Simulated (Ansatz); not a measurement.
Reading a saddle point

A first-order saddle point of BH2ClOF2, closed shell, PBE0-D4/def2-TZVP, with one imaginary mode of 986i cm⁻¹:

B1  (-0.442, 0.469, -0.068)
O2  (0.969, 0.088, -0.311)
F3  (-1.286, 0.154, -1.041)
F4  (-0.610, 1.573, 0.629)
H5  (0.745, -0.763, 0.550)
Cl6  (-0.455, -1.195, 1.418)
H7  (1.079, -0.325, -1.177)
(Å)

Ansatz 0.2.0; basis: def2-TZVPP and def2-QZVPP; cores frozen in the correlated methods. Extrapolation: Hartree–Fock as exp(−7.88 √X), correlation as X^−2.97.

Which contacts change along the imaginary mode, and what lies on either side? (A judgement: the text doesn't fix the answer.)

Computed: The step is BHOF₂ ([OH][B]([F])[F]) + HCl → BClF₂ ([F][B]([F])[Cl]) + H₂O (still joined by a long B–O bond), with the molecules in contact on both sides. Shortening one way: B1–Cl6, O2–H5; lengthening the same way: B1–O2, H5–Cl6.
```json
{"pair": "B1–Cl6", "one side (Å)": "4.30", "saddle (Å)": "2.23", "other side (Å)": "1.83"}
{"pair": "O2–H5", "one side (Å)": "1.98", "saddle (Å)": "1.23", "other side (Å)": "0.97"}
{"pair": "B1–O2", "one side (Å)": "1.35", "saddle (Å)": "1.48", "other side (Å)": "1.71"}
{"pair": "H5–Cl6", "one side (Å)": "1.29", "saddle (Å)": "1.54", "other side (Å)": "2.55"}
```

Which side is lower, and how far does the saddle lie above each? (Judge from chemistry; the value comes from the calculation.)

Computed: The side with B1–O2, H5–Cl6 short is lower by 7.31 kcal/mol; the saddle lies 25.94 kcal/mol above it and 18.63 kcal/mol above the other (CCSD(T) at an estimated basis limit (MP2 extrapolated from triple and quadruple zeta, plus CCSD(T) − MP2 in triple zeta); electronic energies).

The T1 diagnostic stays at or below 0.012.

Hydrogen chloride, the by-product of chloride precursors, can attack films and sites by steps of this kind.

Labels in which every atom is bracketed show which atoms are joined, not bond orders.

For scale, one of the runs: CCSD(T)/def2-TZVPP, 194 basis functions, launched by `ansatz run in.yaml --threads 4 --pin off --events-out ev --progress --plain --max-ram 9574MiB`. The run took 69 s on 4 CPU threads of an Intel Xeon (shared host), with 2.4 GiB of host memory at its peak.
